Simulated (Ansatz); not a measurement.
Ansatz results at the PBE0-D4/def2-TZVP geometry: LUMO energy (B3LYP/def2-TZVPP) -2.13 eV; HOMO–LUMO gap (PBE0/def2-TZVPP) 5.31 eV; HOMO energy (PBE/def2-TZVPP) -5.95 eV.

**Question.** Which molecule gave them?
A. `S=CCCS`
B. `[OH][Al]1[CH2][CH]1[SiH3]`
C. `C[C@@H]1B[C@H]1Cl`
D. `C/C=C\BCl`

**Answer.** C. The others give `[OH][Al]1[CH2][CH]1[SiH3]`: -1.05, 5.09, -4.88; `S=CCCS`: -2.50, 4.22, -5.29; `C/C=C\BCl`: -2.10, 6.04, -6.85.

B3LYP here is the variant with VWN-RPA as its local correlation; programs differ in this.
